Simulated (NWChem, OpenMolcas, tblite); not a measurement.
# InPH4O (SMILES O[PH][InH2]): methods side by side

InPH4O has 7 atoms, charge 0, and is taken as a singlet. As SMILES, `O[PH][InH2]`. The coordinates come from a PBE0-D4/def2-TZVP relaxation. This is one conformer, not always the lowest.

```xyz
7

O    -1.8445    0.1469    0.0792
P    -0.6228   -0.3700   -0.9355
In    1.3969    0.3659    0.3459
H    -2.6343    0.3118   -0.4419
H    -0.4837   -1.7221   -0.4922
H     1.2782    1.6232    1.5180
H     2.9101   -0.3557   -0.0735
```

Each level gives the dipole moment (D). The values are calculated.

```csv
level,kind,program,value (D),CPU time
IPEA1-xTB,semi-empirical,tblite,1.66,under 2 s
HF/def2-SVPD (core potential),Hartree–Fock,NWChem,0.44,47 s
SVWN5/def2-SVPD (core potential),LDA,NWChem,0.78,29 s
BLYP/def2-SVPD (core potential),GGA,OpenMolcas,0.84,40 s
revPBE/def2-SVPD (core potential),GGA,OpenMolcas,0.75,36 s
TPSS/def2-SVPD (core potential),meta-GGA,OpenMolcas,0.72,45 s
r2SCAN/def2-SVPD (core potential),meta-GGA,OpenMolcas,0.69,44 s
BHLYP/def2-SVPD (core potential),global hybrid,OpenMolcas,0.58,30 s
```

The values span 0.44 to 1.66 D. Magnitudes only. Times are those of the runs behind each value, whatever else they computed, on shared processors of several kinds: orders of magnitude only.
